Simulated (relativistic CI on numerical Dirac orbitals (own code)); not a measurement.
What each ingredient does to the levels of Hg18+

Base calculation: Dirac-Coulomb-Breit CI, separate exchange-only KLI orbitals for each configuration, QED by a radiative potential, unscaled Slater integrals.

Configuration list (outside the closed core [Kr] 4d10): 4f14 5s2, 4f14 5s 5p, 4f13 5s2 5p, 4f14 5s 5d, 4f14 5s 5f, 4f13 5s2 5d, 4f14 5p 5d, 4f14 5s 5g, 4f14 5p2, 4f13 5p3, 4f13 5p2 5d, 4f14 5d2, 4f13 5p 5d2, 4f13 5d3, 4f14 5f2, 4f13 5p 5f2, 4f13 5d 5f2. Double excitations out of closed p, d and f shells are left out; levels of such configurations are missing from the list, as are those of other unlisted configurations, and high levels can miss mixing partners.

Variants: (1) P86 correlation estimate; (2) QED terms removed. Shifts of the energy above 4f14 5s2 1S_0, in cm⁻¹, for the lowest level and the first level of each name with at least 55 % of one term (blank where a level changes its place among those of its configuration and J or its character, or is not in the variant):

```csv
Level,Base,Δ(1),Δ(2)
4f14 5s2 1S_0,0,0,0
4f14 5s 5p 3P°_0,305773,+1609,+2751
4f14 5s 5p 3P°_1,330946,+1614,+2749
4f13 5s2 5p 3D_3,441740,+6667,-591
4f13 5s2 5p 3G_3,475668,+6667,-720
4f14 5s 5p 3P°_2,514700,+1612,+2583
4f14 5s 5p 1P°_1,584764,+1636,+2604
4f13 5s2 5p 3G_5,648397,+6675,-743
4f13 5s2 5p 3F_4,667237,+6675,-743
4f13 5s2 5p 3D_1,673919,+6674,-872
4f14 5p2 3P_0,712189,+3058,+5536
4f14 5p2 3P_1,894603,+3071,+5394
4f14 5p2 1D_2,899103,+3114,+5271
4f14 5s 5d 3D_1,1094968,+3887,+3056
4f14 5s 5d 3D_2,1109999,+3770,+3355
4f14 5s 5d 3D_3,1131820,+3886,+2964
4f14 5p2 1S_0,1149788,+3076,+5211
4f14 5s 5d 1D_2,1195598,+3700,+3540
4f13 5s2 5d 3P°_2,1221842,+8913,-261
4f13 5s2 5d 3P°_1,1258448,+8913,-378
4f13 5s2 5d 3H°_4,1263658,+8914,-382
4f13 5s2 5d 3H°_6,1265416,+8914,-351
```

At this charge transitions that keep the count of f electrons are usually good to a few per cent. Levels that differ in their count of f electrons can be misplaced by several ten thousand cm⁻¹, since the correlation energy of f electrons is missing or only estimated; rates across such gaps can be off by orders of magnitude.

Ionisation energy from one configuration of each of the two ions, the ground ones as tabulated or assumed: base 505.609 eV; P86 correlation estimate 507.643 eV. The NIST ASD value (theoretical) is 477 ± 24 eV. The gap of more than 2 % comes from missing correlation, or from a tabulated value that is itself an estimate.

LS names give the leading component of a level, which can be under half, so a name can repeat, a term be missing and a line seem to break the LS rules.
